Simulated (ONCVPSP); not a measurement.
## Cl (Z = 17), ONCV: configuration errors across variants

- Element: Cl
- Generator: ONCVPSP 4.0.1
- Type: optimised norm-conserving Vanderbilt (ONCV)
- Functional: LDA (Perdew-Wang 92)
- Relativity: scalar-relativistic
- Frozen core: [He]
- Valence charge: 15
- Reference configuration: 2s2 2p6 3s2 3p5
- Partial waves: 2s+3s: rc 0.80 bohr, ncon 4, nbas 7, qcut 18.4 1/bohr, 2 projectors; 2p+3p: rc 0.65 bohr, ncon 4, nbas 8, qcut 25.2 1/bohr, 2 projectors
- Local potential: polynomial inside 0.55 bohr (lpopt 5, dvloc0 0 Ha)
- Core correction: polynomial model core, fcfact 0.2

All-electron excitation energies from the reference (eV): (1) 2s2 2p6 3s2 3p4 13.969; (2) 2s2 2p6 3s2 3p3 39.496; (3) 2s2 2p6 3s2 3p2 77.891; (4) 2s2 2p6 3s1 3p5 26.565.

1 further variants failed, have other tests or another functional or relativity, and are left out.

Errors AE − PS in meV (a dash: test not solved or not reliable):

```csv
change,(1),(2),(3),(4),bound ghosts,GHOST(+) flags above zero
base,+1.3,+4.1,+10,-0.2,none,none
p: qcut 29.9,+1.3,+3.9,+9.5,-0.1,none,none
"all radii but the core radius scaled by about 1.05 (s 0.84, p 0.68 bohr); local potential polynomial inside 0.58 bohr (lpopt 5, dvloc0 0 Ha)",+1.2,+3.9,+10,-0.5,none,none
"core correction Teter function, fcfact 5.75, rcfact 1.4",+1.3,+4.1,+10,-0.2,none,none
s: nbas 8,+1.3,+4.1,+10,-0.2,none,none
"core correction polynomial model core, fcfact 0.28",+1.3,+4.1,+10,-0.2,none,none
"p: ncon 5, nbas 9",+1.3,+3.9,+9.6,-0.1,none,none
s: qcut 15.5,+1.3,+4.1,+10,-0.3,none,none
s: rc 0.68,+1.3,+3.9,+9.7,+1.1,none,none
"local potential polynomial inside 0.65 bohr (lpopt 5, dvloc0 0 Ha)",+1.3,+4.1,+10,-0.5,none,none
```

Task: Give the same row for: s: rc 1.02.

Result: +1.3, +4.2, +11, -1.6; bound ghosts: none; GHOST(+) flags above zero: none.
